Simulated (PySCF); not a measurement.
**Static response to an electric field**

Species: CH8BNS.
Atom-mapped SMILES: `[CH3:1][S:2][BH2-:3][NH3+:4]` (hydrogens: H5, H6, H7 on C1; H8, H9 on B3; H10, H11, H12 on N4)

Structure used (PBE0-D3(BJ)/def2-SVP), in Å, numbered top down from 1:
```xyz
12
CH8BNS angstrom
C      1.8679   -0.4356   -0.2528
S      0.7886    0.2114    1.0572
B     -0.7129    0.8049    0.0933
N     -1.6500   -0.5117   -0.2036
H      2.8133   -0.7532    0.2095
H      2.0843    0.3431   -0.9992
H      1.4428   -1.3115   -0.7704
H     -1.3909    1.5193    0.8133
H     -0.4561    1.2816   -1.0019
H     -2.5417   -0.2605   -0.6358
H     -1.8318   -0.9969    0.6773
H     -1.1725   -1.1710   -0.8200
```

Level: wB97X-D/def2-SVPD (PySCF), static field, nuclei fixed, core orbitals frozen in the response. The polarisability tensor in these axes (au):

```
x   73.09 -3.29  0.22
y   -3.29 59.24  1.04
z    0.22  1.04 61.14
```

Q: Diagonalise the tensor; give its mean and Δα, where Δα² is half the sum of the squared differences of the eigenvalues.

A: Principal values 58.12, 61.52 and 73.83 au; mean 64.49 au = 9.56 Å³ = 10.63 × 10⁻⁴⁰ C²·m²/J; Δα = 14.32 au (22 % of the mean).

Q: What is the dipole moment, and where does it point?

A: (-3.58, -3.79, -2.64) D, 5.84 D in size, pointing from the negative to the positive side. Measured along this direction, the outermost atoms are H5 at the negative end and H10 at the positive end.

Q: What would n − 1 = 2πNα be for an ideal gas of these molecules at 350 K and 1 atm, electronic part alone?

A: N = p/kT = 2.0968 × 10¹⁹ cm⁻³, so n − 1 = 2π × N × 9.56 × 10⁻²⁴ cm³ = 1259 × 10⁻⁶ at long wavelengths, for an ideal gas.

Q: What depolarisation ratio follows for Rayleigh scattering of linearly polarised light, taking the static tensor?

A: ρ = 3Δα²/(45ᾱ² + 4Δα²) = 614.8/(187151 + 819.8) = 0.00327.

Q: Find the Langevin capture rate constant for NO+ (29.998 u) meeting this molecule (77.047 u), k = 2.342 × 10⁻⁹ cm³/s × √(α in Å³ / reduced mass in u).

A: The reduced mass is 21.59 u, so k = 1.56 × 10⁻⁹ cm³/s. The formula leaves out the permanent dipole, which adds to the capture rate.

Geometry: PBE0-D3(BJ)/def2-SVP, one conformer, isolated molecule.
